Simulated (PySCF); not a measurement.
C₅H₁₀N₂.
SMILES with atom numbers: `[CH2:1]=[N:2]/[N:3]=[CH:4]\[CH:5]([CH3:6])[CH3:7]` (hydrogens: H8, H9 on C1; H10 on C4; H11 on C5; H12, H13, H14 on C6; H15, H16, H17 on C7)

Structure used (GFN2-xTB), in Å, numbered top down from 1:
```
atom  x, y, z in Å
C1     3.066   -0.241   -0.459
N2     2.390   -0.078    0.594
N3     1.475   -0.807    1.107
C4     0.218   -0.702    1.109
C5    -0.604    0.259    0.295
C6    -1.532   -0.519   -0.640
C7    -1.413    1.162    1.228
H8     2.855   -0.999   -1.211
H9     3.908    0.413   -0.616
H10   -0.313   -1.374    1.771
H11    0.075    0.878   -0.303
H12   -2.125    0.167   -1.240
H13   -0.957   -1.156   -1.309
H14   -2.208   -1.147   -0.063
H15   -0.752    1.724    1.884
H16   -2.007    1.865    0.649
H17   -2.084    0.566    1.843
```

The closed-shell ground state was solved at several levels (PySCF, density fitting, gas phase, non-relativistic).

| level | basis functions | total energy (Eh) | HOMO (eV) | LUMO (eV) | gap (eV) | dipole (D) |
| --- | --- | --- | --- | --- | --- | --- |
| CAM-B3LYP/def2-SVPD | 220 | -305.6088 | -8.13 | 0.77 | 8.90 | 2.07 |
| PBE0/def2-SVPD | 220 | -305.4147 | -6.82 | -0.32 | 6.50 | 2.01 |

Task: What might PBE0/pcSseg-1 (169 basis functions) give for the same quantities?

Result: Total energy -305.5809 Eh, HOMO -6.81 eV, LUMO -0.19 eV, gap 6.62 eV, dipole 2.05 D.

Task: Over all these levels, which gives the widest orbital gap and which the narrowest?

Result: CAM-B3LYP/def2-SVPD (range-separated hybrid) has the widest, 8.90 eV, and PBE0/def2-SVPD (global hybrid, 25 % exact exchange) the narrowest, 6.50 eV. The two share the basis. From the narrowest to the widest the HOMO moves by -1.31 eV and the LUMO by +1.09 eV.

Task: How far do the dipole and the HOMO energy spread over the levels?

Result: The dipole runs from 2.01 to 2.07 D (mean 2.04 D) and the HOMO from -8.13 to -6.81 eV.

One conformer stands for the species.
